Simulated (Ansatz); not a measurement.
## Strength of the N–In bond: C2H8InN → C2H6N + InH2

Species: C2H8InN `C[N](C)[InH2]`, singlet; C2H6N `C[N]C`, doublet; InH2 `[InH2]`, doublet. 

Shapes, held fixed at every level: PBE0-D4/def2-TZVP. Programs: Ansatz 0.2.0. The zero-point and thermal change to 298 K, harmonic and unscaled (PBE0-D4/def2-TZVP), is -14.4 kJ/mol.

| level | kind | ΔH(298 K) (kJ/mol) | less CCSD(T)/def2-TZVPP |
| --- | --- | --- | --- |
| HF/def2-SVP | Hartree–Fock | +139.7 | -134.8 |
| wB97M-V/def2-TZVPP | range-separated hybrid | +266.2 | -8.3 |
| B2PLYP/def2-TZVPP | double hybrid | +257.4 | -17.1 |
| MP2/def2-SVP | perturbation theory | +288.7 | +14.2 |
| CCSD/def2-SVP | coupled cluster or CI | +253.3 | -21.2 |
| CCSD/def2-TZVPP | coupled cluster or CI | +260.0 | -14.5 |
| CCSD(T)/def2-TZVPP | coupled cluster or CI | +274.5 | 0.0 |

The highest level, CCSD(T)/def2-TZVPP, gives ΔH(298 K) = +274.5 kJ/mol; the levels span +139.7 to +288.7. The column of differences is taken from that level and isn't an error. Hartree–Fock misses the correlation of the pair that is broken and comes out low. No measured value is set beside it here. Open shells run unrestricted unless RO is named. For atoms past krypton def2 sets carry core potentials with scalar relativity. Correlated rows may include outer-core shells of In, which these sets cover unevenly.
